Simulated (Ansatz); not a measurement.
Reaction (substitution at a C–C bond): `CC1C=NCO1` + `COB(O)Cl` → `COB(Cl)OC` + `C1=NCOC1`

Calculated with Ansatz (gas phase, PBE0-D4/def2-TZVP geometries, no zero-point term in ΔE). CBS: MP2 limit from def2 TZ/QZ plus the TZ coupled-cluster correction, frozen cores. This one scheme is used for every species. Each species was taken in one conformer, which may not be the lowest.

`CC1C=NCO1`:

Cartesian coordinates in Å:
```
C 0.491 1.626 -0.314
C -0.313 0.494 0.293
C -0.919 -0.443 -0.712
N -0.573 -1.649 -0.568
C 0.306 -1.702 0.570
O 0.508 -0.379 1.045
H 1.258 1.234 -0.986
H -0.159 2.301 -0.876
H 0.981 2.200 0.474
H -1.101 0.915 0.938
H -1.597 -0.127 -1.501
H -0.148 -2.324 1.353
H 1.267 -2.145 0.285
```

`COB(O)Cl`:

```xyz
9

C    -0.234    0.892   -1.009
O     0.034   -0.377   -0.442
B     0.171   -0.588    0.884
O     0.427   -1.828    1.359
Cl    0.026    0.725    2.062
H    -0.294    0.758   -2.088
H     0.563    1.601   -0.775
H    -1.181    1.292   -0.640
H     0.488   -2.474    0.649
```

`COB(Cl)OC`:

Z-matrix (Å, degrees):
```
C
O 1 1.414
H 1 1.089 2 107.3
H 1 1.092 2 111.0 3 -119.4
H 1 1.092 2 111.0 3 119.5
B 2 1.350 1 123.5 3 -179.5
O 6 1.346 2 121.0 1 -180.0
Cl 6 1.773 2 121.7 1 0.0
C 7 1.417 6 120.1 2 0.0
H 9 1.092 7 111.0 6 -59.9
H 9 1.089 7 107.3 6 -179.4
H 9 1.092 7 111.0 6 61.1
```

`C1=NCOC1`:

Z-matrix (Å, degrees):
```
C
N 1 1.439
O 1 1.423 2 108.5
H 1 1.097 2 109.9 3 -120.3
H 1 1.097 2 109.8 3 120.3
C 2 1.263 1 107.2 3 -0.2
C 3 1.407 1 107.9 2 0.3
H 6 1.087 2 122.1 1 -180.0
H 7 1.099 3 111.2 1 -120.3
H 7 1.099 3 111.2 1 119.7
```

| species | MP2/def2-QZVPP energy (Eh) |
| --- | --- |
| `CC1C=NCO1` | -286.12422 |
| `COB(O)Cl` | -675.39152 |
| `COB(Cl)OC` | -714.60487 |
| `C1=NCOC1` | -246.88246 |

Work out ΔE.

ΔE = (-714.60487) + (-246.88246) − (-286.12422) − (-675.39152) = 0.02841 Eh = +0.77 eV. CCSD(T)/CBS gives +0.72 eV.

Largest T1 diagnostic among the species: 0.012.

In def2-TZVPP, CCSD(T) changes the Hartree–Fock value by +0.11 eV (the triples alone add +0.01 eV) and MP2 by +0.17 eV.
